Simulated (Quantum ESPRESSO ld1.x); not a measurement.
The table gives one normalised radial function P(r) = r R(r) of Al in [Ne] 3s1.5 3p1.5 (r in bohr). Method: scalar-relativistic Kohn-Sham, LDA (Slater exchange, Perdew-Zunger correlation), spin-polarised, spherical densities, point nucleus; open shells are filled with parallel spins first; computed with ld1.x of Quantum ESPRESSO 7.5.

| r | P |
|---|---|
| 0.004987 | 0.0298 |
| 0.005668 | 0.0335 |
| 0.006442 | 0.0377 |
| 0.007321 | 0.0423 |
| 0.008321 | 0.0474 |
| 0.009533 | 0.0534 |
| 0.01084 | 0.0596 |
| 0.01231 | 0.0664 |
| 0.014 | 0.0737 |
| 0.01591 | 0.0815 |
| 0.01808 | 0.0899 |
| 0.02055 | 0.0987 |
| 0.02335 | 0.1079 |
| 0.02654 | 0.1171 |
| 0.03017 | 0.1264 |
| 0.03429 | 0.1353 |
| 0.03897 | 0.1435 |
| 0.04465 | 0.1509 |
| 0.05074 | 0.1561 |
| 0.05767 | 0.1588 |
| 0.06555 | 0.1584 |
| 0.0745 | 0.1540 |
| 0.08467 | 0.1448 |
| 0.09624 | 0.1298 |
| 0.1094 | 0.1085 |
| 0.1243 | 0.0803 |
| 0.1413 | 0.0449 |
| 0.1606 | 0.0028 |
| 0.1825 | -0.0452 |
| 0.2074 | -0.0973 |
| 0.2377 | -0.1543 |
| 0.2701 | -0.2060 |
| 0.307 | -0.2514 |
| 0.3489 | -0.2858 |
| 0.3966 | -0.3046 |
| 0.4507 | -0.3033 |
| 0.5122 | -0.2787 |
| 0.5822 | -0.2289 |
| 0.6617 | -0.1541 |
| 0.7521 | -0.0568 |
| 0.8547 | 0.0584 |
| 0.9715 | 0.1847 |
| 1.104 | 0.3134 |
| 1.265 | 0.4424 |
| 1.438 | 0.5466 |
| 1.634 | 0.6253 |
| 1.857 | 0.6717 |
| 2.111 | 0.6819 |
| 2.399 | 0.6556 |
| 2.727 | 0.5970 |
| 3.099 | 0.5142 |
| 3.522 | 0.4178 |
| 4.003 | 0.3189 |
| 4.55 | 0.2276 |
| 5.171 | 0.1509 |
| 5.924 | 0.0892 |
| 6.733 | 0.0496 |
| 7.653 | 0.0249 |
| 8.698 | 0.0112 |
| 9.885 | 0.0044 |
| 11.24 | 0.0015 |
| 12.77 | 0.0005 |

Which n and l does it have? It may be an empty orbital.

Answer. n = 3, l = 0: the number of nodes gives n - l - 1 = 2, the rise at small r (about r^(l+1)) gives l, and the extent must fit the shell. The curve is that of 3s up; the table hardly tells the two spins or the two j apart. 3s up: eigenvalue -8.719 eV, 2 radial nodes at r = 0.162, 0.803 bohr, <r> = 2.49 bohr, 90 % of the charge inside 3.82 bohr.
